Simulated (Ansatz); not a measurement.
Ansatz (a program for electronic structure) input (CCSD(T)/cc-pV(D+d)Z):
A basis named .json is the Basis Set Exchange file of that set.

Ansatz 0.2 input:
```yaml
crystal:
  periodic: [false, false, false]
  atoms:
    - {symbol: C, position_ang: [2.72372381, -0.01097406, 0.11448644]}
    - {symbol: Si, position_ang: [0.97319063, 0.45356658, 0.45845072]}
    - {symbol: C, position_ang: [-0.24510953, -0.57988150, -0.54045629]}
    - {symbol: Si, position_ang: [-2.05266173, -0.16827111, -0.24740730]}
    - {symbol: H, position_ang: [3.30524489, 0.44076332, -0.68172290]}
    - {symbol: H, position_ang: [3.24371529, -0.78778707, 0.66435292]}
    - {symbol: H, position_ang: [0.76649230, 1.88362528, 0.11959895]}
    - {symbol: H, position_ang: [0.68505956, 0.25767231, 1.90109361]}
    - {symbol: H, position_ang: [-0.02161032, -0.45246945, -1.60396146]}
    - {symbol: H, position_ang: [-0.08089422, -1.63618036, -0.30701455]}
    - {symbol: H, position_ang: [-2.40163671, -0.37322994, 1.17892270]}
    - {symbol: H, position_ang: [-2.32046594, 1.24749229, -0.59684085]}
    - {symbol: H, position_ang: [-2.93499508, -1.02888963, -1.07321727]}
basis:
  gaussian:
    orbitals: cc-pV_D+d_Z.json
magnetization: {spin_polarized: true, initial_magnetization: 1}
correlation: {method: ccsd_t, electrons: outside_noble_gas}
```

Output:

```
Functional definition: HF
integrals: 0.35 GiB planned
1164 factors; integrals over basis functions are off by at most 8.9e-4 eV
0.63 GiB of device memory are held for the factors and their scratch space
mean field: 0.67 GiB planned
mean field evaluation 1: about -17924.7285 eV, gradient 1.8e1 eV
mean field evaluation 2: about -17924.7886 eV, gradient 1.8e1 eV
mean field evaluation 4: about -17927.3905 eV, gradient 2.5e0 eV
mean field evaluation 8: about -17927.4493 eV, gradient 2.9e-1 eV
mean field evaluation 16: about -17924.7269 eV, gradient 1.8e1 eV
mean field -17927.45108227 eV, -658.8216756108 hartree, gradient 2.7e-6 eV, S^2 0.760361; 0 other end points of the search recorded, 0 dependent functions left out
12 core orbitals not correlated
reference -17927.45108227 eV, -658.8216756108 hartree; 13, 12 occupied and 94, 95 virtual orbitals, 1164 factors
second order -12.69132812 eV of doubles, -0.00000000 eV of singles
coupled cluster: 2.83 GiB planned
cycle   1  -14.15195356 eV  change    -1.5e0 eV  update   8.8e-2
cycle   2  -14.66562183 eV  change   -5.1e-1 eV  update   2.8e-2
cycle   3  -14.71359775 eV  change   -4.8e-2 eV  update   1.0e-2
cycle   4  -14.71268123 eV  change    9.2e-4 eV  update   4.0e-3
cycle   5  -14.71224629 eV  change    4.3e-4 eV  update   1.8e-3
cycle   6  -14.71234877 eV  change   -1.0e-4 eV  update   7.0e-4
cycle   7  -14.71250136 eV  change   -1.5e-4 eV  update   2.8e-4
cycle   8  -14.71258459 eV  change   -8.3e-5 eV  update   1.0e-4
cycle   9  -14.71257425 eV  change    1.0e-5 eV  update   3.8e-5
cycle  10  -14.71256535 eV  change    8.9e-6 eV  update   1.6e-5
perturbative correction -0.38841302 eV, -0.0142739151 hartree
Total energy: -17942.55206064 eV, -659.3766263300 hartree
```

It need not be the lowest isomer of its formula.
